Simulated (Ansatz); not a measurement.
The same atomization along the group B, Al, Ga.

Calculated with Ansatz (gas phase, PBE0-D4/def2-TZVP geometries, no zero-point term in ΔE). CBS: MP2 limit from def2 TZ/QZ plus the TZ coupled-cluster correction, frozen cores. This one scheme is used for every species, atoms too. Functionals use def2-TZVPP. No spin–orbit coupling; open shells (•) take unrestricted orbitals. Spin–orbit coupling would lower the free atoms: a little for Al, B, O; clearly for Ga. For Ga outer-core shells are correlated without core-valence functions, so the limit isn't a true one: a few kJ/mol of doubt a bond, and 10 to 20 or more in all where bonds break to atoms. Scalar relativity is left out up to krypton. One conformer a species, not always the lowest.

| reaction | r2SCAN-D4 (kcal/mol) | CCSD(T)/def2-SVP (kcal/mol) |
| --- | --- | --- |
| `BBO` → 2 B• + 4 H• + O• | 604.6 | 572.1 |
| `[OH][AlH][AlH2]` → 2 Al• + 4 H• + O• | 466.2 | 434.9 |
| `[OH][GaH][GaH2]` → 2 Ga• + 4 H• + O• | 430.9 | 401.6 |

Problem. Give the CCSD(T)/CBS values in the same order. (An estimate is asked.)

Solution. The calculation gave: 596.8, 469.9, 433.0 kcal/mol.

Largest T1 diagnostic: 0.018, for Al•.

For atomizations the MP2-based limit and the directly extrapolated one differ by several kJ/mol either way, and by 10 to 25 for some Ge, Se and Sn compounds, so smaller differences from it don't rank the levels.
